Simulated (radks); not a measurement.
The numbers below are computed, except where a source is named.
Task: Ionisation of the iridium ion Ir50+, [Ar] 3d9, to Ir51+, [Ar] 3d8, under several functionals. Dirac Kohn-Sham, spin-unpolarised, spherical densities, finite nucleus; open shells are shared between the two j in proportion to 2j + 1; a radial shooting solver on a logarithmic mesh with Libxc functionals. Known Delta-SCF values: RPBE 4711.3 eV; LDA (Slater exchange, Perdew-Wang correlation) 4710.6 eV; XLYP 4711.3 eV. What does LDA (Slater exchange, Perdew-Zunger correlation) give, and what is its highest occupied eigenvalue?

Result: 4710.7 eV by Delta-SCF; the 3d5/2 eigenvalue is -4608.3 eV. NIST: 4668 eV (theoretical).

Beside tabulated values, note that spin-unpolarised runs miss the spin-polarisation part of the exchange energy of open shells.
